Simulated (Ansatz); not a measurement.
Relaxation of AlH5O2Si (9 atoms, charge 0, multiplicity 1), to a largest force component of 0.03 eV/Å in at most 50 steps.

Computed with RKS PBE0-D4/def2-SVP (Ansatz 0.2.0).

```xyz
9
Properties=species:S:1:pos:R:3
Al -0.648 0.876 0.687
H 2.068 0.362 0.605
O 1.941 -0.425 0.030
H 2.026 -1.169 0.637
O -1.701 -0.248 -0.073
Si -2.692 -1.321 -0.844
H -2.816 -2.580 -0.046
H -4.059 -0.738 -1.015
H -2.155 -1.669 -2.195
```

Question: Where does it end, and by what steps?

Answer: The forces met the threshold. After 19 steps the energy has fallen by 0.317 eV; H4 moved furthest, 1.37 Å. Joined: Al1–O3 (2.97 → 2.17 Å).

| step | energy less start (eV) | largest force component (eV/Å) | accepted |
| --- | --- | --- | --- |
| 0 | 0.0000 | 0.782 | yes |
| 1 | 0.0134 | 2.065 | no |
| 2 | -0.0385 | 0.655 | yes |
| 3 | -0.0681 | 0.812 | yes |
| 4 | -0.0932 | 0.981 | yes |
| 5 | -0.1380 | 0.809 | yes |
| 6 | -0.1903 | 0.552 | yes |
| 7 | -0.2133 | 0.872 | yes |
| 8 | -0.2343 | 0.915 | yes |
| 9 | -0.2526 | 0.777 | yes |
| 10 | -0.2716 | 0.383 | yes |
| 11 | -0.2827 | 0.170 | yes |
| 12 | -0.2948 | 0.136 | yes |
| 13 | -0.3046 | 0.093 | yes |
| 14 | -0.3110 | 0.096 | yes |
| 15 | -0.2704 | 1.305 | no |
| 16 | -0.3143 | 0.103 | yes |
| 17 | -0.3159 | 0.070 | yes |
| 18 | -0.3170 | 0.046 | yes |
| 19 | -0.3172 | 0.010 | yes |

```xyz
9
Properties=species:S:1:pos:R:3
Al -0.530 1.034 0.546
H 1.992 -0.217 0.891
O 1.338 -0.012 0.210
H 0.876 -0.836 -0.036
O -1.090 -0.499 -0.168
Si -2.354 -1.377 -0.769
H -2.545 -2.629 0.030
H -3.635 -0.602 -0.733
H -2.090 -1.775 -2.187
```

Whether the end is a true minimum wasn't checked by a vibrational analysis.

Time of the run: 35 s on 2 threads of Arm Neoverse V2, on a shared host, peak memory 0.17 GiB.
